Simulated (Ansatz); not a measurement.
CH₃O, doublet, geometry from GFN2-xTB, with bond 5-1 at 1.8 times its length; SC-NEVPT2/cc-pVDZ, CASSCF(5,5) run with Ansatz (a quantum-chemistry and plane-wave program).

Ansatz was given this input:
Ansatz 0.2 input:
```yaml
crystal:
  periodic: [false, false, false]
  atoms:
    - {symbol: C, position_ang: [0.00737565, -0.54258092, -0.03551608]}
    - {symbol: O, position_ang: [-0.02399647, 0.76721111, 0.02617374]}
    - {symbol: H, position_ang: [1.05649778, -0.91275134, 0.04462160]}
    - {symbol: H, position_ang: [-0.43522191, -0.98812215, 0.88627883]}
    - {symbol: H, position_ang: [-0.85830490, -1.33232912, -1.64053610]}
basis:
  gaussian:
    orbitals: cc-pVDZ
correlation: {method: sc_nevpt2, electrons: all, active_space: {window: {electrons: 5, orbitals: 5}}}
magnetization: {spin_polarized: false, initial_magnetization: 1}
```

Output, abridged:

```
Functional definition: HF
387 factors; integrals over basis functions are off by at most 1.6e-3 eV
mean field evaluation 1: about -3105.6791 eV, gradient 3.2e1 eV
mean field evaluation 2: about -3105.7442 eV, gradient 3.3e1 eV
mean field evaluation 4: about -3109.4054 eV, gradient 3.2e0 eV
mean field evaluation 8: about -3109.7262 eV, gradient 1.6e0 eV
mean field evaluation 16: about -3109.8494 eV, gradient 2.2e-6 eV
mean field evaluation 32: about -3109.5345 eV, gradient 1.0e1 eV
mean field -3109.84944442 eV, -114.2848591509 hartree, gradient 2.2e-6 eV, S^2 0.750000; 2 other end points of the search recorded, 0 dependent functions left out
reference -3109.84944442 eV, -114.2848591509 hartree; 9, 8 occupied and 34, 35 virtual orbitals, 387 factors
state -3112.52882181 eV, -114.3833244537 hartree
state -3112.52882181 eV, -114.3833244537 hartree; corrected -3119.19292117 eV, -114.6282255880 hartree
Total energy: -3119.19292117 eV, -114.6282255880 hartree
```
